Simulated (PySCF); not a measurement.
C₅H₆NO₂ (charge +1).
Z-matrix (Å and degrees, GFN2-xTB geometry), rows numbered from 1:
```
C 
C   1  1.4720
C   2  1.3648  1  130.93
O   3  1.3469  2  109.20  1  -179.93
C   4  1.2843  3  108.23  2    -0.01
N   5  1.3378  4  110.67  3    -0.00
C   6  1.4492  2  128.43  1    -0.14
O   7  1.1758  6  120.76  2   179.99
H   1  1.0862  2  109.53  3     0.01
H   1  1.0897  2  111.11  3   119.81
H   1  1.0897  2  111.15  3  -119.81
H   3  1.0737  2  132.02  1     0.10
H   5  1.0785  4  123.32  3  -179.99
H   7  1.0956  6  111.38  2    -0.02
```

NICS = −σ at a ghost point: NICS(0) at the centroid of the ring atoms, NICS(1) 1 Å to either side along the normal of their mean plane, zz for the tensor component along that normal. Level: GIAO PBE0/pcSseg-1 (PySCF, non-relativistic, gas phase) on the GFN2-xTB geometry, one conformer.

Ring bond lengths (Å), with Mayer bond orders in brackets: C2–C3 1.365 (1.67), C3–O4 1.347 (1.00), O4–C5 1.284 (1.29), C5–N6 1.338 (1.29), N6–C2 1.390 (0.98).

What do the NICS probes read (ppm)?

| ring | type | NICS(0) | NICS(1), two faces | NICS(1)zz, two faces | rms pucker (Å) | centre to ring atoms, mean (Å) |
| --- | --- | --- | --- | --- | --- | --- |
| C2–C3–O4–C5–N6 | 5-membered ring with N and O; formal bonds all aromatic | -11.6 | -9.5 / -9.5 | -23.8 / -23.8 | 0.00 | 1.14 |

What can be read from them?

- C2–C3–O4–C5–N6: mean NICS(1)zz -23.8 ppm, shielded. For a flat ring without four-coordinate atoms the NICS criterion counts such a value as aromatic.

And the bond-length index? HOMA = 1 − mean of α(R − Ropt)² over the ring bonds, with Krygowski's 1993 parameters (CC: Ropt 1.388 Å, α 257.7 Å⁻²; CN: Ropt 1.334 Å, α 93.52 Å⁻²; CO: Ropt 1.265 Å, α 157.38 Å⁻²).

- C2–C3–O4–C5–N6: HOMA 0.69; the largest term is that of C3–O4, α(R − Ropt)² = 1.06.

Give the inner angles of the rings and the Hirshfeld charges of the ring atoms.

- C2–C3–O4–C5–N6: C2 104.5° (+0.078 e), C3 109.2° (+0.067 e), O4 108.2° (+0.031 e), C5 110.7° (+0.203 e), N6 107.4° (+0.025 e); sum 540.0° against 540° for a flat convex ring.

How shielded are the nuclei of the rings and their hydrogens (means over atoms taken as equivalent)?

| atoms | environment | σ isotropic (ppm) |
| --- | --- | --- |
| C2 | substituted aromatic carbon | 44.8 |
| C3 | aromatic CH next to a ring oxygen | 37.0 |
| O4 | ring oxygen | 6.3 |
| C5 | aromatic CH next to a ring nitrogen | 27.3 |
| N6 | three-coordinate ring nitrogen | 11.3 |
| H12 | aromatic hydrogen | 23.40 |
| H13 | aromatic hydrogen | 22.20 |

The run took 38 s wall (grids of density and orbitals included) on one thread of an Arm Neoverse N1 (shared host). This is the whole shielding run at PBE0/pcSseg-1, SCF included.
